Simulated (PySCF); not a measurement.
# The second ionisation energy along the 5d series

Calculated with PySCF 2.14 from differences of total energies of unrestricted determinants, without spin-orbit coupling. Values in eV. The last column holds reference values (NIST; (s) semi-empirical, (t) theoretical, else measured). Unmarked ones compare directly (S terms, centres of terms, or small fine structure); those marked * lie between the lowest fine-structure levels and include a spin-orbit shift.

```tsv
element	configurations	UHF	LDA	PBE	MP2 (valence)	MP2 (valence and next inner shell)	SCS-MP2 (valence and next inner shell)	reference
Hf (aug-cc-pwCVTZ-PP with ECP60MDF, ECP)	[Xe] 4f14 5d1 6s2 → [Xe] 4f14 5d2	n/a	15.055	n/a	n/a	n/a	n/a	14.61 ± 0.04 (t) *
Ta (aug-cc-pwCVTZ-PP with ECP60MDF, ECP)	[Xe] 4f14 5d3 6s1 → [Xe] 4f14 5d3	14.192	15.730	15.457	14.566	15.061	14.747	16.2 ± 0.5 (s) *
W (aug-cc-pwCVTZ-PP with ECP60MDF, ECP)	[Xe] 4f14 5d4 6s1 → [Xe] 4f14 5d4	14.994	16.583	16.305	15.499	15.967	15.585	16.37 ± 0.15 (s) *
Re (aug-cc-pwCVTZ-PP with ECP60MDF, ECP)	[Xe] 4f14 5d5 6s1 → [Xe] 4f14 5d5	15.727	17.373	17.077	16.360	16.799	16.353	16.6 ± 0.5 (s)
Os (aug-cc-pwCVTZ-PP with ECP60MDF, ECP)	[Xe] 4f14 5d6 6s1 → [Xe] 4f14 5d6	16.027	17.873	17.559	16.885	17.278	16.876	17 ± 1 (s) *
Ir (aug-cc-pwCVTZ-PP with ECP60MDF, ECP)	[Xe] 4f14 5d7 6s1 → [Xe] 4f14 5d7	16.342	18.367	18.034	17.396	17.746	17.374	17 ± 0.3 (s) *
Pt (aug-cc-pwCVTZ-PP with ECP60MDF, ECP)	[Xe] 4f14 5d9 → [Xe] 4f14 5d8	16.870	19.555	19.122	18.755	18.890	18.669	18.56 ± 0.12 *
Au (aug-cc-pwCVTZ-PP with ECP60MDF, ECP)	[Xe] 4f14 5d10 → [Xe] 4f14 5d9	18.918	21.350	20.931	20.908	20.905	20.674	20.203 ± 0.025 *
Hg (aug-cc-pwCVTZ-PP with ECP60MDF, ECP)	[Xe] 4f14 5d10 6s1 → [Xe] 4f14 5d10	17.125	19.539	19.127	18.694	18.900	18.618	18.757
```

"Valence" correlates the outer s and p shells and, in groups 3 to 12 and the f block, the outer d or f shell, open or full, or the next shell where the ion has no valence electron left; the wider scheme adds the next inner shell.
